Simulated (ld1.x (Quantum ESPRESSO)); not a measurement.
## iron: PAW pseudisation with LDA (PZ), scalar-relativistic reference atom.

Fe (Z = 26), PAW, made with ld1.x (Quantum ESPRESSO) 7.5 (LDA (PZ), scalar-relativistic). Core [Ne], reference 3s2 3p6 3d6 4s1.5 4p0 (charge +0.5). Waves: 3s (bound): rcut 1.15, rcutus 1.25 bohr; 4s (bound): rcut 1.15, rcutus 1.25 bohr; 3p (bound): rcut 1.35, rcutus 1.45 bohr; 4p (bound, empty): rcut 1.35, rcutus 1.45 bohr; 3d (bound): rcut 0.90, rcutus 1.25 bohr; 3d channel at -0.1 Ry: rcut 0.90, rcutus 1.25 bohr. Local part: all-electron potential smoothed inside 1.10 bohr (lloc = -1). Core correction: Bessel-smoothed model core inside 1.30 bohr. Augmentation charge: BG, radius 0.70 bohr.

Poles of the logarithmic derivatives, all-electron (AE) and pseudo (PS). s: poles at -6.8 (AE) and -6.8 (PS) Ry. p: poles at -4.1 (AE) and -4.0, -2.8 (PS) Ry. d: poles at 0.2 (AE) and 0.2 (PS) Ry. Test radius 1.60 bohr.

* Configuration tests: test run stopped at test 4 of 9 (negative rho)
* Lowest eigenvalue of the overlap operator: -3.24 (p channel); it is negative, so in a basis up to 400 Ry S is not positive definite and the file is unfit for use

The ghost test of this file was not conclusive. Its overlap operator is not positive definite in a basis up to 400 Ry (lowest eigenvalue p -3.24), so the file is unfit for use: the generalised eigenproblem breaks down once the basis is large enough, and its test numbers describe a broken file.
